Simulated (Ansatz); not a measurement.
Conformers of Cl2H2MoO3 (`[O]=[Mo]([OH])([OH])([Cl])[Cl]`), each relaxed with PBE0-D4/def2-TZVP in Ansatz. CBS adds the triple-zeta coupled-cluster correction to the MP2 limit.

Elements past krypton have def2 core potentials. Outer-core shells of Mo are correlated without core-valence functions. Spin–orbit coupling is left out.

Not all of them had a frequency check.

Conformer A:

Cartesian coordinates in Å:
```
O -1.153 1.365 -0.911
Mo -0.018 0.432 -0.166
O -0.751 -1.125 0.645
O 0.425 -0.767 -1.503
Cl 1.987 1.496 -0.276
Cl -0.228 1.262 1.999
H -1.057 -1.020 1.551
H 0.794 -1.643 -1.340
```

Conformer B:

Cartesian coordinates in Å:
```
O -0.121 1.937 0.501
Mo -0.215 0.319 0.207
O 0.928 -0.322 1.518
O -0.989 0.332 -1.477
Cl 1.561 -0.573 -1.124
Cl -2.070 -0.487 1.219
H 1.601 -0.994 1.371
H -0.694 -0.211 -2.215
```

(1) Which is lowest in electronic energy at CCSD(T)/CBS (frozen core, def2 sets), and by how much? (Estimate.)

(2) Give the energies relative to B (kJ/mol) with PBE-D4/def2-TZVPP, PBE0-D4/def2-TZVPP, PBE/def2-TZVPP, r2SCAN/def2-TZVPP, CCSD/def2-TZVPP, CCSD(T)/def2-TZVPP, MP2/def2-QZVPP. (Best estimate.)

## Answers

(1) The calculation gave: B; A lies 14.7 kJ/mol higher.

(2) Computed: 
```
             level     A
 PBE-D4/def2-TZVPP  14.0
PBE0-D4/def2-TZVPP  14.4
    PBE/def2-TZVPP  14.1
 r2SCAN/def2-TZVPP  14.0
   CCSD/def2-TZVPP  14.0
CCSD(T)/def2-TZVPP  14.9
    MP2/def2-QZVPP  15.1
```
